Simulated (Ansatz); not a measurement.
Reaction (formal exchange of groups at a C–Te bond): `N[SiH2]C[TeH]` + CH₃NH₂ → `NCC[SiH2]N` + H₂Te

Program: Ansatz. Geometries: PBE0-D4/def2-TZVP. ΔE: electronic, gas phase. CBS: MP2 limit from def2 TZ/QZ plus the TZ coupled-cluster correction, frozen cores. Functionals use def2-TZVPP. B3LYP here is the variant with VWN-RPA as its local correlation; programs differ in this. def2 core potentials past Kr. For Te outer-core shells are correlated without core-valence functions, which leaves a few kJ/mol of doubt a bond. One conformer a species, not always the lowest.

Is it downhill or uphill in electronic energy at CCSD(T)/CBS, and by how much? (Estimate.)

Computed: Uphill: ΔE = +18.6 kJ/mol.

What do these levels give: ωB97X-V, ωB97M-V, B2PLYP, PBE, r2SCAN, PBE0, B3LYP, HF/def2-TZVPP, CCSD/def2-TZVPP, CCSD(T)/def2-TZVPP, HF/CBS(def2), MP2/CBS(def2)? (An estimate is asked.)

Computed: ωB97X-V 7.4, ωB97M-V 9.1, B2PLYP 13.7, PBE 12.8, r2SCAN 11.5, PBE0 10.4, B3LYP 11.1, HF/def2-TZVPP 4.8, CCSD/def2-TZVPP 9.8, CCSD(T)/def2-TZVPP 12.2, HF/CBS(def2) 5.7, MP2/CBS(def2) 25.5 kJ/mol.

Largest T1 diagnostic among the species: 0.011.

In def2-TZVPP, CCSD(T) changes the Hartree–Fock value by +7.5 kJ/mol (the triples alone add +2.5 kJ/mol) and MP2 by +14.3 kJ/mol.
